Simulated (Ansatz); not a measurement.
The first iterations of a band of BH₁₀NSi₄ (16 atoms, charge 0, multiplicity 1).

Theory: RHF/6-31G* (Ansatz).

```
movable images  : 5
climbing image  : yes
spring          : 5.0 eV/Å²
optimiser       : quadratic models (default)
start path      : IDPP
force threshold : 0.03 eV/Å
iteration limit : 60
end points      : relaxed
```

First end point:

```xyz
16
Properties=species:S:1:pos:R:3
N -2.128 -2.268 -0.679
Si -0.482 -1.761 -0.844
Si 0.339 -0.442 0.950
B 2.157 0.428 0.549
Si 1.453 2.130 -0.367
Si -0.541 1.767 0.862
H -2.383 -2.937 0.017
H -2.869 -1.618 -0.838
H -0.380 -0.976 -2.091
H 0.358 -2.971 -0.956
H 0.198 -1.206 2.216
H 3.248 0.134 0.913
H 1.203 1.841 -1.801
H 2.194 3.406 -0.264
H -1.847 1.995 0.205
H -0.543 2.454 2.173
```

Last end point:

```xyz
16
Properties=species:S:1:pos:R:3
N -2.202 -2.043 -0.610
Si -0.526 -1.701 -0.878
Si 0.320 -0.455 0.942
B 2.155 0.375 0.521
Si 1.475 2.131 -0.311
Si -0.504 1.774 0.945
H -2.508 -2.427 0.259
H -2.765 -2.380 -1.363
H -0.427 -0.923 -2.130
H 0.327 -2.903 -1.061
H 0.190 -1.265 2.179
H 3.246 0.034 0.841
H 1.195 1.909 -1.750
H 2.256 3.380 -0.168
H -1.818 2.072 0.342
H -0.437 2.401 2.286
```

| iteration | highest image above the first end (eV) | largest band force component (eV/Å) |
| --- | --- | --- |
| 1 | 0.025 | 0.433 |
| 2 | 0.021 | 0.241 |

Q: Does the band converge within its limit, and where does its top end?

A: The forces met the threshold. It ended after 7 iterations with the highest image 0.008 eV above the first end. A vibrational analysis at the climbing image gives one clearly imaginary mode, 210i cm⁻¹: a first-order saddle point.

Time of the run: 2.2 min on 2 threads of Arm Neoverse V1, with other jobs on the host, peak memory 0.33 GiB.
